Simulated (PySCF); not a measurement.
Atoms are numbered as in `[CH3:1][B:2]([CH3:3])[CH2:4][CH:5]=[C:6]([CH3:7])[CH3:8]`. Each H is labelled by its parent atom.

All values are calculated (PySCF 2.14.0 with density-fitted response routines): PBE0-D3(BJ)/def2-SVP geometry, NMR shieldings at PBE0/pcSseg-1/GIAO. Single conformer, averaged over atoms made equivalent by symmetry, fast rotation or ring inversion, relativity neglected, no solvent.

Question: Predict the 2D correlation tables (HSQC, COSY, HMBC).

Answer: 

HSQC (one-bond C–H):
| δH | δC |
| --- | --- |
| 5.58 (H(C5)) | 132.7 (C5) |
| 2.18 (H(C4)) | 36.1 (C4) |
| 1.76 (H(C7)) | 28.1 (C7) |
| 1.50 (H(C8)) | 18.1 (C8) |
| 0.84 (H(C1)/H(C3)) | 15.0 (C1/C3) |

COSY cross peaks (H two or three bonds apart, from the bond graph; peaks can be absent where the dihedral angle is near 90°):
| δH | δH |
| --- | --- |
| 5.58 (H(C5)) | 2.18 (H(C4)) |

HMBC (two and three bonds, from the bond graph):
| δH | δC |
| --- | --- |
| 5.58 (H(C5)) | 135.7 (C6), 36.1 (C4), 28.1 (C7), 18.1 (C8) |
| 2.18 (H(C4)) | 135.7 (C6), 132.7 (C5), 15.0 (C1/C3) |
| 1.76 (H(C7)) | 135.7 (C6), 132.7 (C5), 18.1 (C8) |
| 1.50 (H(C8)) | 135.7 (C6), 132.7 (C5), 28.1 (C7) |
| 0.84 (H(C1)/H(C3)) | 36.1 (C4), 15.0 (C1/C3) |

Referencing at the same level of theory: TMS for ¹H (σref 31.27) and ¹³C (σref 184.41).

Short H···H contacts in this conformer between protons four or more bonds apart (candidates for NOE cross peaks, intensity ∝ r⁻⁶): H(C4)···H(C8) 2.06 Å, H(C5)···H(C7) 2.28 Å, H(C7)···H(C8) 2.60 Å, H(C1)···H(C4) 2.72 Å.

A carbon bonded to boron is broadened by the quadrupolar boron nucleus and is often missing from a measured spectrum. Shifts are as computed. Against solution values, carbons near 30 ppm lie about +2 ppm off and those near 130 ppm about +5 ppm. Of 1309 compounds with measured shifts, 239 miss one by over three times the rms of a fit or turn the order of signals round; such compounds aren't used in these exercises.
